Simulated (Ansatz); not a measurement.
Saddle point of SiH$_{4}$SF$_{2}$, closed shell (SiH₂F₂ ([F][SiH2][F]) + H₂S → SiH₂SF₂ ([F][SiH]([F])[SH]) + H₂; bonds formed: Si1–S7, H2–H6; bonds broken: Si1–H2, H6–S7), PBE0-D4/def2-TZVP structure:

```
8
angstrom
Si -0.4676 0.4655 -0.2524
H -0.3534 -1.1575 -0.7263
F -1.2988 0.5667 -1.6269
F 0.7072 1.4621 -0.6355
H -1.5325 0.7433 0.7188
H 0.1106 -1.1706 0.1122
S 0.8323 -0.4555 1.5361
H 2.0021 -0.4540 0.8740
```

Energies are electronic, without zero-point energy. Barriers and step energies count from the start structure reached by relaxing down the imaginary mode; all methods use the PBE0-D4 structures, on which another method's saddle can fall below an end. Computed with Ansatz 0.2.0 (basis: def2-TZVPP, with def2-QZVPP for the basis limit); correlated methods freeze the cores. B3LYP uses VWN-RPA correlation. Extrapolation: Hartree–Fock as exp(−7.88 √X), correlation as X^−2.97.

```
      method  barrier (kJ/mol)  step energy (kJ/mol)
       SPW92             123.8                 -34.3
      PBE-D4                 ?                 -39.8
     BLYP-D4             182.5                 -34.9
   r2SCAN-D4             167.2                 -41.0
      B97M-V             181.3                 -37.6
     PBE0-D4             173.7                 -36.7
    B3LYP-D4             195.7                 -32.1
  r2SCAN0-D4             181.6                 -37.7
    BHLYP-D4             219.0                 -28.1
CAM-B3LYP-D4             204.5                 -28.5
     wB97X-V             201.2                 -32.9
     wB97M-V             196.3                 -34.0
      B2PLYP                 ?                 -32.3
    PBE-QIDH             191.3                 -35.9
  RPA on PBE             212.2                 -26.6
          HF             277.8                 -19.2
         MP2                 ?                 -38.0
        CCSD             220.9                 -27.4
     CCSD(T)             208.0                 -31.3
```

Task: Fill in the withheld barriers. (Judge from chemistry; the value comes from the calculation.)

Result: By the calculation: MP2 200.4; B2PLYP 202.7; PBE-D4 154.2 kJ/mol. Each is the energy of the saddle less that of the start structure, by the same method.

For comparison, the barrier by CCSD(T) at an estimated basis limit (MP2 extrapolated from triple and quadruple zeta, plus CCSD(T) − MP2 in triple zeta) is 200.1 kJ/mol.

T1 diagnostic: at most 0.013.

Labels in which every atom is bracketed show which atoms are joined, not bond orders.

For scale, one of the runs: CCSD(T)/def2-TZVPP, 202 basis functions, launched by `ansatz run in.yaml --threads 4 --pin off --events-out ev --progress --plain --max-ram 9574MiB`. The run took 45 s on 4 CPU threads of an Arm Neoverse V1 (shared host), with 2.5 GiB of host memory at its peak.
